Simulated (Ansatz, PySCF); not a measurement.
AlI2, SMILES [I][Al][I], multiplicity 2. Atoms are numbered in the order given.

```xyz
3

Al     0.0000     0.0000     0.8386
I      0.0000    -2.1812    -0.4157
I      0.0000     2.1812    -0.4157
```
Charge 0, spin multiplicity 2.

Coordinates come from a B3LYP-D3(BJ)/def2-SVP optimisation. The multiplicity is an assumed one; other spin states were not compared. The isomer is the one that the SMILES or the coordinates give; other isomers of the formula were not compared. The def2 effective core potentials stand for the cores of I; spin–orbit coupling is left out.

Two levels are set side by side: PBE-D3(BJ)/def2-SVP (Ansatz, a quantum-chemistry and plane-wave program) and B3LYP-D3(BJ)/def2-SVP (Ansatz). Each level has its own optimised geometry; the coordinates shown are those of the second. Frequencies come from the Hessian of PySCF at each geometry. Differences are taken from unrounded values.

| quantity | B3LYP-D3(BJ) | PBE-D3(BJ) | PBE-D3(BJ) minus B3LYP-D3(BJ) |
|---|---|---|---|
| mean bond length (Å) | 2.516 | 2.517 | 0.001 |
| bond Al1–I2 (Å) | 2.516 | 2.517 | 0.001 |
| bond Al1–I3 (Å) | 2.516 | 2.517 | 0.001 |
| highest harmonic wavenumber (cm⁻¹) | 383 | 384 | 1 |
| mean harmonic wavenumber (cm⁻¹) | 240 | 239 | -1 |
| zero-point energy (kcal/mol) | 1.03 | 1.02 | -0.01 |

On these quantities the two levels nearly agree.
